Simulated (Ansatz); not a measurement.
```yaml
crystal:
  periodic: [false, false, false]
  atoms:
    - {symbol: Cu, position_ang: [-0.012148, 0.012653, -1.580670]}
    - {symbol: P, position_ang: [0.002307, 0.000092, 0.604017]}
    - {symbol: F, position_ang: [0.130051, 1.371828, 1.373885]}
    - {symbol: F, position_ang: [1.142590, -0.801868, 1.343512]}
    - {symbol: F, position_ang: [-1.246437, -0.591708, 1.366146]}
    - {symbol: H, position_ang: [-0.016362, 0.009002, -3.106901]}
basis:
  gaussian: {orbitals: ANO-RCC-VTZP, point_charges: [{charge: -1.00, position_ang: [3.779, 0.580, -0.657]}]}
total_charge: 1
magnetization: {spin_polarized: true, initial_magnetization: 1}
hamiltonian: {xc: {name: wB97X-V}}
```

```sh
$ ansatz run in.yaml --threads 4 --pin off --events-out ev --progress --plain --max-ram 3916MiB
```

Shortened log:

```
Functional definition: wB97X-V
1642 factors; their error is unknown
289 factors; integrals over basis functions are off by at most 1.5e-5 eV
mean field evaluation 1: about -62490.7753 eV, gradient 9.5e1 eV
mean field evaluation 2: about -62309.8056 eV, gradient 3.5e2 eV
mean field evaluation 4: about -62507.7397 eV, gradient 1.5e1 eV
mean field evaluation 8: about -62508.6063 eV, gradient 1.5e0 eV
mean field evaluation 16: about -62508.8046 eV, gradient 1.7e-2 eV
mean field evaluation 32: about -62508.4953 eV, gradient 2.5e0 eV
mean field -62508.80457910 eV, -2297.1561982923 hartree, gradient 7.6e-5 eV, S^2 0.753329; 6 other end points of the search recorded, 0 dependent functions left out
reference -62508.80457598 eV, -2297.1561981778 hartree; 36, 35 occupied and 161, 162 virtual orbitals, 1642 factors
Total energy: -62508.80457598 eV, -2297.1561981778 hartree
Relativity: scalar
```

Run time 1.7 min (4 threads of Intel Xeon on a shared host), peak host memory 1.3 GiB.

DK, ANO-RCC and x2c sets are all-electron and run with scalar relativity unless a key says otherwise.
